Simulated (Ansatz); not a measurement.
Input file for Ansatz (an electronic-structure program): R-CCSD(T)/cc-pVDZ on BFH3NO (SMILES NB(O)F), a point of a torsion scan.

Ansatz 0.2 input:
```yaml
crystal:
  periodic: [false, false, false]
  atoms:
    - {symbol: N, position_ang: [0.95470897, -0.37710015, 0.32571681]}
    - {symbol: B, position_ang: [0.15299238, 0.79848522, 0.16120472]}
    - {symbol: O, position_ang: [-0.26230067, 1.20864991, -1.04771094]}
    - {symbol: F, position_ang: [-0.42173117, 1.36098204, 1.23929863]}
    - {symbol: H, position_ang: [1.93934700, -0.28294720, 0.51512442]}
    - {symbol: H, position_ang: [0.90027251, -0.94958832, -0.50979562]}
    - {symbol: H, position_ang: [-0.92757165, 1.89777343, -1.04769131]}
basis:
  gaussian:
    orbitals: cc-pVDZ
magnetization: {spin_polarized: false}
correlation: {method: ccsd_t, electrons: outside_noble_gas}
scf: {lower_state_search: off}
```

### Question
Predict the final total energy.

### Answer
-256.0070 hartree (reference determinant -255.3493, T1 diagnostic 0.012).
